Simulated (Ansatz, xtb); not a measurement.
**Relative energy of two structures of GeHO2P**

Structure a: a singlet given by its coordinates. Structure b: a singlet given by its coordinates. Both are isolated molecules in the gas phase, relaxed with PBE0-D3(BJ)/def2-SVP.

a (Å):

```xyz
5

Ge    1.1057    0.1193   -0.4041
O    -0.7955    0.9018   -0.6327
O     0.7601    1.5519    1.0476
P    -0.6484    1.9353    0.5172
H     0.5445   -1.0240    0.5577
```

Close contacts (Å): Ge1–O2 2.07, Ge1–O3 2.07, O2–P4 1.55, O3–P4 1.55, Ge1–H5 1.60.

b (Å):

```yaml
atoms:
  - { symbol: Ge, position_ang: [0.2369, -0.8092, -1.1430] }
  - { symbol: O, position_ang: [-1.0056, 0.3794, -0.5457] }
  - { symbol: O, position_ang: [0.8660, 0.9624, 1.2151] }
  - { symbol: P, position_ang: [0.3850, 1.3674, -0.3353] }
  - { symbol: H, position_ang: [0.5254, 1.5975, 1.8584] }
```

Close contacts (Å): Ge1–O2 1.82, Ge1–P4 2.33, O2–P4 1.72, O3–P4 1.67, O3–H5 0.97.

Q: Estimate which is lower in electronic energy at CCSD(T)/def2-TZVP, and by roughly how much.

A: The CCSD(T)/def2-TZVP calculation puts structure a lower, by 79.6 kJ/mol.

How the difference moves with the method:

| level | geometry | E(b) − E(a) (kJ/mol) | departure from the last row (kJ/mol) | job, with rough time for the two |
| --- | --- | --- | --- | --- |
| PBE0-D3(BJ)/def2-SVP | PBE0-D3(BJ)/def2-SVP | +44.2 | −35.4 | optimisation, 40 s |
| HF/def2-TZVP | PBE0-D3(BJ)/def2-SVP | +96.5 | +17.0 | part of the CCSD(T) run |
| MP2/def2-TZVP | PBE0-D3(BJ)/def2-SVP | +82.9 | +3.3 | part of the CCSD(T) run |
| CCSD(T)/def2-TZVP | PBE0-D3(BJ)/def2-SVP | +79.6 |  | single point, 2.4 min |

None of the levels shown reverses the order. The largest departure from CCSD(T)/def2-TZVP is that of PBE0-D3(BJ)/def2-SVP, 35.4 kJ/mol. Levels run at GFN2-xTB geometries aren't shown.

With harmonic frequencies from PBE0-D3(BJ)/def2-SVP (ideal gas, rigid rotor, one conformer each, 298.15 K, 1 atm): on the last row, ΔE + ΔZPE = +88.0, ΔH = +88.7, ΔG = +86.8 kJ/mol.

The correlated steps freeze 16 core orbitals; the filled d shell of Ge is correlated, in a basis made for valence electrons. Mirror images aren't counted in ΔG. Codes used: Ansatz 0.2.0; the last row on 1 thread of Arm Neoverse V1 on a shared host.
